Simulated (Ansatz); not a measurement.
Cartesian coordinates (Å):
```xyz
20

C     -3.3158    -0.5250     0.1558
C     -1.8820    -0.0755     0.0852
C     -1.5726     1.3184     0.0221
N     -0.3621     1.8169    -0.0480
C      0.6939     0.9555    -0.0629
C      2.0120     1.4808    -0.1390
C      3.1018     0.6359    -0.1552
C      2.9225    -0.7697    -0.0957
C      1.6550    -1.3089    -0.0210
C      0.5129    -0.4642    -0.0031
C     -0.8181    -0.9529     0.0721
H     -3.3908    -1.6163     0.2680
H     -3.8678    -0.2397    -0.7558
H     -3.8395    -0.0578     1.0062
H     -2.4017     2.0397     0.0330
H      2.1195     2.5661    -0.1833
H      4.1123     1.0475    -0.2143
H      3.7960    -1.4259    -0.1093
H      1.5123    -2.3920     0.0252
H     -0.9878    -2.0330     0.1200
```
Charge 0, multiplicity 1.

Method: Ansatz (a first-principles code) with frozen-core CCSD(T)/cc-pVDZ // B3LYP-D3(BJ)/def2-SVP. The restricted HF reference is unstable towards unrestricted orbitals.

The HF energy is -438.41819 Ha. The MP2 correlation energy comes out as -1.46840 Ha.

Task: Estimate the CCSD correlation energy, the (T) correction, the total energy and the T1 diagnostic.

Result: 
- CCSD correlation energy = -1.52300 Ha
- (T) correction = -0.07029 Ha
- CCSD(T) total energy = -440.01148 Ha
- T1 diagnostic = 0.011
